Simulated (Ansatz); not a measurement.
The cluster Au9⁻. Total charge -1; triplet. Geometry PBE-D4/def2-SVPD, that of the charge -1 singlet; atoms count from 1.

Cartesian coordinates in Å:
```
Au 2.083 0.370 -2.461
Au -3.151 1.720 -1.720
Au 3.653 -0.924 -0.559
Au 2.269 -1.473 1.794
Au 0.892 -0.230 -0.139
Au -0.352 -0.827 2.240
Au -1.893 0.479 0.290
Au -0.542 1.054 -2.103
Au -2.958 -0.169 2.658
```

In the def2 sets Au takes a core potential; there is no spin–orbit coupling. At PBE-D4/def2-SVP a singlet of charge -1 lies 0.86 eV below the triplet at the same geometry. The structure comes from a short search, and lower isomers may exist.

(1) Estimate the Mulliken populations from the PBE/def2-SVP orbitals of Ansatz.

(2) Where does the spin sit?

(3) And the Mayer bond orders between bonded heavy atoms (over 0.3)?

## Answers

(1) 
```json
{"atom": "Au1", "charge (e)": "0.04", "spin (α − β)": "0.19", "d electrons": "9.75"}
{"atom": "Au2", "charge (e)": "0.02", "spin (α − β)": "0.25", "d electrons": "9.78"}
{"atom": "Au3", "charge (e)": "-0.01", "spin (α − β)": "0.40", "d electrons": "9.81"}
{"atom": "Au4", "charge (e)": "0.04", "spin (α − β)": "0.19", "d electrons": "9.75"}
{"atom": "Au5", "charge (e)": "-0.69", "spin (α − β)": "0.17", "d electrons": "9.76"}
{"atom": "Au6", "charge (e)": "-0.03", "spin (α − β)": "0.19", "d electrons": "9.75"}
{"atom": "Au7", "charge (e)": "-0.35", "spin (α − β)": "0.18", "d electrons": "9.75"}
{"atom": "Au8", "charge (e)": "-0.03", "spin (α − β)": "0.19", "d electrons": "9.75"}
{"atom": "Au9", "charge (e)": "0.02", "spin (α − β)": "0.25", "d electrons": "9.78"}
```
Mulliken values and Mayer orders depend strongly on the basis.

(2) Summed by element: Au 2.00, of 2 unpaired in all. Largest on single atoms: Au3 0.40, Au9 0.25, Au2 0.25.

(3) Au1–Au3 0.38 (2.78 Å); Au1–Au5 0.51 (2.68 Å); Au1–Au8 0.51 (2.74 Å); Au2–Au7 0.56 (2.68 Å); Au2–Au8 0.58 (2.72 Å); Au3–Au4 0.38 (2.78 Å); Au3–Au5 0.42 (2.88 Å); Au4–Au5 0.51 (2.68 Å); Au4–Au6 0.51 (2.74 Å); Au5–Au6 0.40 (2.75 Å); Au5–Au7 0.41 (2.91 Å); Au5–Au8 0.40 (2.75 Å); Au6–Au7 0.33 (2.81 Å); Au6–Au9 0.58 (2.72 Å); Au7–Au8 0.33 (2.81 Å); Au7–Au9 0.56 (2.68 Å).
